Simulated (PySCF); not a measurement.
# How methods differ on the excitation energy of Ni

Ni [Ar] 3d8 4s2 (3F) → Ni [Ar] 3d8 4s1 4p1 (high-spin determinant), as a difference of total energies. Computed with PySCF 2.14 in Sapporo-DKH3-DZP-2012 (6s4p3d1f, 40 functions), with scalar relativity by spin-free X2C-1e. Correlated levels: valence: [Ar] frozen; valence and next inner shell: [Ne] frozen. The calculations carry no spin-orbit coupling.

| method | excitation energy (cm⁻¹) |
| --- | --- |
| UHF | 30195 |
| LDA | 40976 |
| PBE | 39228 |
| PBE0 | 37280 |
| r2SCAN | 35957 |
| M06 | 46114 |
| B2PLYP | 39189 |
| wB97M-V | 40083 |
| wB97X-V | 38764 |
| MP2 (valence) | 35778 |
| SCS-MP2 (valence) | 37503 |
| MP2 (valence and next inner shell) | 36368 |
| SCS-MP2 (valence and next inner shell) | 37653 |

A first-order spin-orbit estimate (lowest level to lowest level, LS coupling) adds 0.034 eV.

The basis was made for the ground configuration and has no added diffuse functions, so the excitation energy can come out too high.

The determinant of the upper state mixes LS terms, which raises its energy above the lowest term, most at the Hartree-Fock and MP2 levels.
